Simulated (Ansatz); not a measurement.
Isomers of C2H5ClF2Si, relaxed with PBE0-D4/def2-TZVP in Ansatz; electronic energies, one conformer each and not always the lowest. Functionals use def2-TZVPP; CBS adds triple-zeta CCSD(T) − MP2 to the MP2 limit of def2-TZVPP and def2-QZVPP.

Order them by energy at frozen-core CCSD(T)/CBS, lowest first. (Best estimate.)
A. `C[SiH2]C(F)(F)Cl`
B. `F[C@@H]([SiH3])[C@@H](F)Cl`
C. `FC(F)(Cl)C[SiH3]`
D. `CC[Si](F)(F)Cl`
E. `C[C@H](F)[Si@H](F)Cl`
F. `C[Si@H](F)[C@@H](F)Cl`

D (0.0 kcal/mol), E (61.8 kcal/mol), F (90.9 kcal/mol), A (137.3 kcal/mol), C (138.6 kcal/mol), B (154.9 kcal/mol).

How do PBE-D4, HF/CBS(def2), r2SCAN-D4, B3LYP place them (kcal/mol, against `CC[Si](F)(F)Cl`)? (An estimate is asked.)

Computed: 
| isomer | PBE-D4 | HF/CBS(def2) | r2SCAN-D4 | B3LYP |
| --- | --- | --- | --- | --- |
| `C[Si@H](F)[C@@H](F)Cl` | 83.9 | 93.7 | 89.0 | 87.2 |
| `C[SiH2]C(F)(F)Cl` | 124.8 | 141.2 | 132.1 | 131.5 |
| `FC(F)(Cl)C[SiH3]` | 127.8 | 140.8 | 134.1 | 134.1 |
| `F[C@@H]([SiH3])[C@@H](F)Cl` | 143.9 | 156.8 | 151.9 | 149.4 |
| `C[C@H](F)[Si@H](F)Cl` | 57.1 | 61.8 | 60.6 | 58.7 |

B3LYP here is the variant with VWN-RPA as its local correlation; programs differ in this.
